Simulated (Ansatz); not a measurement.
Born–Oppenheimer molecular dynamics of CH5FO3Si (11 atoms, charge 0, multiplicity 1). It starts from a relaxed structure.

The calculation used RKS PBE-D4/STO-3G in Ansatz 0.2.0.

- ensemble: NVT, Langevin thermostat
- time step: 0.5 fs
- steps asked: 166
- set temperature: 300 K
- friction: 0.02 /fs
- seed: 252443

First frame:

```xyz
11
Properties=species:S:1:pos:R:3
O 0.248 -2.117 0.173
C -0.369 -0.798 0.134
O -1.774 -0.985 0.502
F -0.240 -0.264 -1.235
O 0.298 0.213 0.909
Si 0.936 1.357 -0.287
H -0.594 -2.690 0.375
H -1.979 -0.084 0.972
H -0.041 2.194 -0.980
H 1.970 0.869 -1.194
H 1.611 2.248 0.651
```

Q: How far do the bonds stretch over the last three quarters of this one trajectory? (Pairs bonded in most of those frames.)

A: 
| bond | mean (Å) | spread (Å) | shortest | longest |
| --- | --- | --- | --- | --- |
| O1–C2 | 1.459 | 0.016 | 1.43 | 1.50 |
| O1–H7 | 1.040 | 0.014 | 1.01 | 1.07 |
| C2–O3 | 1.476 | 0.019 | 1.45 | 1.51 |
| C2–F4 | 1.452 | 0.017 | 1.43 | 1.49 |
| C2–O5 | 1.453 | 0.025 | 1.41 | 1.51 |
| O3–H8 | 1.041 | 0.016 | 1.00 | 1.07 |
| O5–Si6 | 1.764 | 0.033 | 1.71 | 1.82 |
| Si6–H9 | 1.461 | 0.022 | 1.42 | 1.51 |
| Si6–H10 | 1.461 | 0.022 | 1.42 | 1.50 |
| Si6–H11 | 1.456 | 0.015 | 1.42 | 1.48 |

Mean temperature of the second half: 242 K. The mean temperature of the second half is 19 % below the set value. A run of 0.083 ps of so small a system gives no equilibrium averages. Limits of this set-up: minimal basis.

Run time: 9.7 min on 1 thread of Intel(R) Xeon(R) Platinum 8175M CPU @ 2.50GHz (Skylake/Cascade Lake), with other jobs on the host, peak memory 0.21 GiB.
